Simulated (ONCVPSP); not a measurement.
LDA (Perdew-Zunger) ONCV dataset for Be (Z = 4), scalar-relativistic all-electron reference.

Be, optimised norm-conserving Vanderbilt (ONCV), made with ONCVPSP 4.0.1 (LDA (Perdew-Zunger), scalar-relativistic). Core none, reference 1s2 2s1 (charge +1). Waves: 1s+2s: rc 0.85 bohr, ncon 5, nbas 9, qcut 12.8 1/bohr, 2 projectors; p scattering state at 0.04 Ha: rc 0.70 bohr, ncon 5, nbas 8, qcut 11.4 1/bohr, 2 projectors, debl 3.5 Ha. Local part: polynomial inside 0.65 bohr (lpopt 5, dvloc0 6 Ha). Core correction: none.

* Cutoffs needed: 74 Ha and 159 Ha (the cutoffs (Ha) at which the residual kinetic energy of the hardest occupied pseudo-wave falls to 1 and 0.1 mHa per electron)
* Ghost test: no bound ghost flagged; no localised positive-energy state flagged
* Largest excitation error: +2.2 meV (all-electron minus pseudo) for 1s2 2s0 2p2, out of 4 test configurations
